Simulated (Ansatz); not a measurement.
SiMe2(SiMe3)2 (C₈H₂₄Si₃). Charge 0, multiplicity 1. Geometry PBE-D4/def2-SVP, basis def2-TZVP, Ansatz.

```xyz
35

Si   -0.2237   -0.3096   -0.9284
C    -1.8476    0.0887   -1.8549
H    -2.5163    0.7195   -1.2340
H    -2.3990   -0.8397   -2.1124
H    -1.6423    0.6357   -2.7987
C     0.8856   -1.3833   -2.0550
H     0.3765   -2.3318   -2.3256
H     1.8386   -1.6404   -1.5490
H     1.1334   -0.8492   -2.9961
Si   -0.7445   -1.4834    1.0506
C     0.7535   -1.5109    2.2239
C    -2.2042   -0.6318    1.9244
C    -1.2337   -3.2749    0.6342
H     0.5311   -2.1081    3.1335
H     1.0258   -0.4859    2.5502
H     1.6434   -1.9574    1.7340
H    -1.9672    0.4233    2.1717
H    -3.1079   -0.6330    1.2804
H    -2.4600   -1.1555    2.8698
H    -2.1100   -3.3034   -0.0460
H    -0.4010   -3.8129    0.1360
H    -1.4996   -3.8371    1.5546
Si    0.9058    1.6946   -0.4082
C     0.0164    2.6088    1.0041
C     2.6873    1.2988    0.1287
C     0.9606    2.8265   -1.9372
H     0.5123    3.5785    1.2220
H     0.0228    2.0080    1.9370
H    -1.0417    2.8193    0.7448
H     2.7043    0.6326    1.0152
H     3.2446    0.7918   -0.6859
H     3.2374    2.2280    0.3886
H     1.4829    2.3325   -2.7823
H    -0.0618    3.0900   -2.2784
H     1.4984    3.7719   -1.7115
```

| run | HOMO (eV) | LUMO (eV) |
| --- | --- | --- |
| A | -6.64 | 0.56 |
| B | -5.46 | -0.41 |
| C | -5.66 | -0.10 |
| D | -5.53 | -0.61 |
| E | -6.51 | 0.37 |

Problem. The runs used LDA (SPW92), PBE, PBE0, r2SCAN, r2SCAN0. Estimate which is which.

Solution. A r2SCAN0 (25 % exact exchange); B PBE (0 % exact exchange); C r2SCAN (0 % exact exchange); D LDA (SPW92) (0 % exact exchange); E PBE0 (25 % exact exchange). Exact exchange lowers occupied and raises empty levels; among semilocal functionals meta-GGAs tend to open the gap a little, and such runs are hard to tell apart. The gap grows from 4.92 eV (LDA (SPW92)) to 7.20 eV (r2SCAN0).
